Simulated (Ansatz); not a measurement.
`[SeH][SnH3]`. Total charge 0; spin multiplicity 1. Sn takes the def2 core potential.

```xyz
6

Se   -0.6755    1.0339   -1.5193
Sn    0.2403   -0.0380    0.5853
H    -0.8681   -0.2694   -2.1688
H     0.5965    1.2646    1.6211
H     1.6456   -0.9288    0.2122
H    -0.9388   -1.0624    1.2694
```

(1) List the harmonic frequencies (cm⁻¹, unscaled) at PBE0-D4/def2-TZVP in Ansatz. (Estimate.)

(2) Is this a minimum?

(3) Give the ideal-gas thermochemistry at 298.15 K and 1 bar (rigid rotor, harmonic oscillator; point group Cs, symmetry number 1).

Answers

(1) Computed: 107, 244, 407, 451, 648, 686, 711, 720, 1949, 1949, 1968, 2443.

(2) Yes, all 12 modes are real.

(3) Zero-point energy 73.5 kJ/mol; H(298) − E = 89.3 kJ/mol; entropy 315.0 J/(mol·K), of which translation 175.0, rotation 106.1, vibration 33.9; G(298) − E = -4.6 kJ/mol.
